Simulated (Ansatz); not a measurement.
Two isomers of C3H6BN: A = `CNC1=CB1`, B = `C=C1CBN1`.

Gas-phase electronic energies from Ansatz, PBE0-D4/def2-TZVP geometries. CBS: MP2 limit from def2 TZ/QZ plus the TZ coupled-cluster correction, frozen cores. Functionals use def2-TZVPP. B3LYP here is the variant with VWN-RPA as its local correlation; programs differ in this. One conformer a species, not always the lowest.

Problem. Which is lower in electronic energy at CCSD(T)/CBS, and by how much? (Best estimate.)

Solution. Computed: B, by 30.0 kcal/mol.

Problem. Give E(B) − E(A) in kcal/mol with CCSD(T)/def2-SVP, HF/def2-TZVPP, CCSD/def2-TZVPP, B3LYP, CCSD(T)/def2-TZVPP, MP2/def2-TZVPP, PBE-D4. (Best estimate.)

Solution. Ansatz gave: CCSD(T)/def2-SVP -29.4, HF/def2-TZVPP -26.2, CCSD/def2-TZVPP -29.7, B3LYP -26.6, CCSD(T)/def2-TZVPP -30.0, MP2/def2-TZVPP -28.9, PBE-D4 -27.1. None reverses the order clearly.

Problem. Does the order hold for the free energy at 298.15 K (harmonic terms from PBE0-D4)? (An estimate is asked.)

Solution. Ansatz gave: Yes: G(B) − G(A) = -28.7 kcal/mol, for one conformer each. Modes under 60 cm⁻¹, often nearly free rotors, make the harmonic entropy too high.

Largest T1 diagnostic: 0.013.

In def2-TZVPP, CCSD(T) changes the Hartree–Fock value by −3.8 kcal/mol (the triples alone add −0.3 kcal/mol) and MP2 by −2.7 kcal/mol. Leaving LDA and LC-ωPBE aside and taking each functional with its dispersion term where it has one, the values, not all of them listed here, spread over 1.7 kcal/mol, from PBE-QIDH to B97M-V. LDA lies −1.5 kcal/mol from PBE without D4.
